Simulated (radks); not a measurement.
Results of a calculation; reference values are marked as such.
Problem. Bi III, 81 electrons, occupied as [Hg] 7p1 (not the ground configuration). Level of theory: scalar-relativistic Kohn-Sham, B86b exchange with PBE correlation, spin-polarised, spherical densities, point nucleus; open shells are filled with parallel spins first (spin-orbit coupling, left out, can overturn this in heavy ions) (a radial shooting solver on a logarithmic mesh with Libxc functionals). Some entries of the table are withheld. Estimate them.

orbital  occ.  eigenvalue (eV)  <1/r> (bohr^-1)
1s up       1        -90718.68            103.4
1s down     1        -90718.67            103.4
2s up       1        -16317.74            24.28
2s down     1        -16317.74            24.28
2p up       3        -13957.74            21.22
2p down     3        -13957.74            21.22
3s up       1        -3956.020            8.996
3s down     1        -3956.017            8.996
3p up       3        -3281.973            8.110
3p down     3        -3281.970            8.110
3d up       5        -2606.090            7.603
3d down     5        -2606.087            7.603
4s up       1        -925.4209            3.880
4s down     1        -925.4162            3.880
4p up       3        -704.6352            3.480
4p down     3        -704.6301            3.480
4d up       5        -452.5738            3.131
4d down     5        -452.5681            3.131
5s up       1        -180.1797            1.645
5s down     1        -180.1651            1.645
4f up       7        -175.0609              (1)
4f down     7        -175.0543              (2)
5p up       3              (3)            1.410
5p down     3              (4)            1.410
5d up       5         -49.2548            1.072
5d down     5         -49.2190            1.073
6s up       1         -34.6327              (5)
6s down     1         -34.5773              (6)
7p up       1          -9.5392           0.2280

Solution. 
(1) 4f up <1/r> (bohr^-1): 2.745
(2) 4f down <1/r> (bohr^-1): 2.745
(3) 5p up eigenvalue (eV): -118.2309
(4) 5p down eigenvalue (eV): -118.2148
(5) 6s up <1/r> (bohr^-1): 0.6355
(6) 6s down <1/r> (bohr^-1): 0.6336
